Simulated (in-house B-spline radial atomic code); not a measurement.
# Removing one electron from the platinum ion Pt⁷²⁺

Closed shell [He] 2s2 (2p1/2)2. Computed with a B-spline radial code for spherical atoms: Koopmans values of Dirac-Hartree-Fock plus a diagonal self-energy, in second order or with its direct term screened (direct RPA, with the hole-particle interaction, or full time-dependent Hartree-Fock), linearised in energy; no-pair Dirac-Coulomb Hamiltonian, finite nucleus. Shifts add to the Koopmans value (the ΔSCF shift is orbital relaxation alone); the final value takes TDHF screening with Breit and QED.

The shells are closed in jj coupling only; the real ground state mixes other jj configurations.

Command:
```bash
python run_mb.py task.json out
```
Settings (nuclear radius in fm, box in bohr, cutoff in hartree; a minus after a letter marks j = l - 1/2):
```
basis_form          2
Z                   78
core_configuration  [He] 2s2 2p-2
rms_radius          5.427
mass_number         195
speed_of_light      137.036
box_radius          1.975
lmax                7
intervals           55
virtual_cutoff      24336.0
```

Time taken, with all properties: 1 s on 1 thread of Intel(R) Xeon(R) 6975P-C, with other jobs on the host.

Energies in eV:

```
subshell  Koopmans  ΔSCF shift  second order  direct RPA  hole-particle    TDHF  Breit + QED     final
   2p1/2  20886.63      -1.735             ?           ?              ?       ?            ?         ?
   2s1/2  21183.82      -1.141        -0.708      -0.626         -0.916  -0.919      -48.071  21134.83
```

Q: What does the self-energy do to 2p1/2?

A: It shifts the removal energy by 0.384 eV in second order, 0.565 with direct RPA, 0.303 with the hole-particle term and 0.278 with TDHF screening (quasi-particle weight 1.000); Breit and QED add -49.849 eV. The final value is 20837.06 eV, against 20840 ± 70 eV (NIST, tabulated theory).
